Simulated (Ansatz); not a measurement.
Consider the hydrogenolysis of a C–Se bond: `B/C=C/[Se][SiH3]` + H₂ → `BC=C` + `[SiH3][SeH]`.

Computed with Ansatz on PBE0-D4/def2-TZVP structures; ΔE is electronic, products minus reactants. CCSD(T)/CBS is the MP2 limit (def2-TZVPP, def2-QZVPP) plus CCSD(T) − MP2 in def2-TZVPP, frozen cores. This one scheme is used for every species. Functionals use def2-TZVPP. For Se outer-core shells are correlated without core-valence functions, which leaves a few kJ/mol of doubt a bond. Scalar relativity is left out up to krypton. Each species was taken in one conformer, which may not be the lowest.

Q: Is it downhill or uphill in electronic energy at CCSD(T)/CBS, and by how much? (An estimate is asked.)

A: Ansatz gave: Downhill: ΔE = -45.1 kJ/mol.

Q: What do these levels give: PBE-D4, ωB97X-V, ωB97M-V, HF/def2-TZVPP, SCS-MP2/def2-TZVPP, CCSD/CBS(def2)? (An estimate is asked.)

A: The calculation gave: PBE-D4 -27.2, ωB97X-V -50.2, ωB97M-V -49.5, HF/def2-TZVPP -83.8, SCS-MP2/def2-TZVPP -42.6, CCSD/CBS(def2) -54.2 kJ/mol.

Largest T1 diagnostic among the species: 0.012.

In def2-TZVPP, CCSD(T) changes the Hartree–Fock value by +38.5 kJ/mol (the triples alone add +9.1 kJ/mol) and MP2 by +50.9 kJ/mol. From PBE to PBE0 (25 % exact exchange), in def2-TZVPP and without D4, ΔE moves by −11.7 kJ/mol. The D4 term adds +13.4 kJ/mol with B3LYP and +7.5 kJ/mol with PBE0; it sums over pairs of atoms, weighted by their polarisabilities, and B3LYP, whose exchange is more repulsive, gets the larger term.

B3LYP here is the variant with VWN-RPA as its local correlation; programs differ in this.
